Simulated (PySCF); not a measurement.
**Assigning NMR signals**

Numbering as in the mapped SMILES `[CH2:1]=[CH:2][C:3](=[O:4])[CH:5]([CH3:6])[CH3:7]`; H(Xn) means a hydrogen on atom n. Ha(C1) is cis to C3; Hb(C1) is trans to C3.

[PySCF 2.14.0 with density-fitted response routines: J: B3LYP/pcJ-1 (without the spin–dipole term); geometry: PBE0-D3(BJ)/def2-SVP; shielding tensors at PBE0/pcSseg-1 (GIAO); a single conformation; rapidly exchanging positions averaged; in vacuum; no relativistic terms]

δ = σ(ref) − σ, references computed at the same level: TMS for ¹³C, ¹H.

**Question.** Assign these signals to the numbered atoms. ¹³C{¹H} NMR (computed): δ 204.1, 139.7, 138.8, 43.6, 19.1.

**Answer.** 
| δ (ppm) | atoms | environment | reason |
| --- | --- | --- | --- |
| 204.1 | C3 | ketone carbonyl carbon | low-lying n→π* states of the double bond to the heteroatom give a large paramagnetic term (-270 ppm) |
| 139.7 | C2 | α carbon of a C=C–C=O unit | as expected for a trigonal carbon in a double bond |
| 138.8 | C1 | β carbon of a C=C–C=O unit | conjugation with the carbonyl draws π density from the β position |
| 43.6 | C5 | sp3 CH α to a carbonyl | α to the electron-withdrawing carbonyl group |
| 19.1 | C6/C7 | methyl carbon | a saturated carbon with 1 carbon neighbour and no heteroatom attached |

C2 and C1 lie closer than the usual error of such a calculation, so a measured spectrum could show them in the other order.

**Question.** Assign these signals to the numbered atoms. ¹H NMR (600 MHz, computed): δ 7.01 (dd, J = 18.2, 3.1 Hz, 1H), 6.55 (dd, J = 18.2, 11.0 Hz, 1H), 5.99 (dd, J = 11.0, 3.1 Hz, 1H), 2.21 (sept, J = 7.7 Hz, 1H), 1.07 (d, J = 7.7 Hz, 6H).

**Answer.** 
| δ (ppm) | atoms | environment | reason |
| --- | --- | --- | --- |
| 7.01 | Ha(C1) | hydrogen on a β carbon of a C=C–C=O unit | attached to an sp2 carbon and in the plane of the double bond |
| 6.55 | H(C2) | hydrogen on an α carbon of a C=C–C=O unit | a vinylic proton, deshielded by the sp2 carbon and the C=C anisotropy |
| 5.99 | Hb(C1) | hydrogen on a β carbon of a C=C–C=O unit | attached to an sp2 carbon and in the plane of the double bond |
| 2.21 | H(C5) | hydrogen on an sp3 CH α to a carbonyl | α to C=O |
| 1.07 | H(C6)/H(C7) | hydrogen on a methyl carbon | – |

Splittings below 1 Hz are ignored in the labels, and close J values are merged. Unscaled 3J(H,H) at this level run about 10 % above measured values. Shifts are as computed. Against solution values, carbons near 30 ppm lie about +2 ppm off and those near 130 ppm about +5 ppm. Of 1211 compounds with measured shifts, 218 miss one by over three times the rms of a fit or turn the order of signals round; such compounds aren't used in these exercises.
